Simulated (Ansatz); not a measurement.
Z-matrix (Å, degrees):
```
Si
O 1 1.6519
H 2 0.9632 1 116.66
Si 1 2.1946 2 124.57 3 29.04
H 4 1.4892 1 108.41 2 -164.55
H 4 1.4911 5 110.85 1 -128.63
Si 1 2.3321 2 108.33 3 178.98
H 7 1.4847 1 107.08 2 -175.69
H 7 1.4863 8 109.34 1 119.17
H 7 1.4863 8 109.92 9 119.16
```
Charge 0, multiplicity 1.

These are Ansatz (a quantum-chemistry and plane-wave program) with frozen-core CCSD(T)/cc-pVTZ // r2SCAN-D4/def2-TZVP values and carry that method's errors. The restricted HF reference is unstable towards unrestricted orbitals.

The HF energy comes out as -945.19382 Ha and the MP2 correlation energy is -0.60638 Ha.

**Question.** Estimate the CCSD correlation energy, the (T) correction, the total energy and the T1 diagnostic.

**Answer.** 
* **CCSD correlation energy**: -0.66064 Ha
* **(T) correction**: -0.02850 Ha
* **CCSD(T) total energy**: -945.88296 Ha
* **T1 diagnostic**: 0.017
